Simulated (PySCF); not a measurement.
Computed IR spectrum (relative IR intensity) of a molecule C2H11NSi2. Coordinates come from a B3LYP-D3(BJ)/def2-SVP optimisation. The values are those of a single conformer. These are B3LYP-D3(BJ)/def2-SVP in PySCF values and carry that method's errors. Frequencies are harmonic and unscaled.

ν (cm⁻¹): 286 (vw), 342 (m), 691 (vw), 721 (w), 756 (m), 810 (m), 854 (m), 906 (vs), 920 (vs), 939 (m), 945 (m), 972 (w), 1016 (m), 1191 (s), 1269 (w), 1277 (w), 1444 (vw), 2174 (s), 2189 (s), 2210 (m), 2222 (m), 3111 (vw), 3117 (w), 3579 (w) (against the strongest line: vs over 80 %, s over 45 %, m over 15 %, w over 4 %, vw less)

Identify the compound among the candidates.
A) CNC([SiH3])[SiH3]
B) C[Si@@H]([SiH3])CN
C) C[SiH2]NC[SiH3]
D) C[SiH](C)N[SiH3]

D, C[SiH](C)N[SiH3]
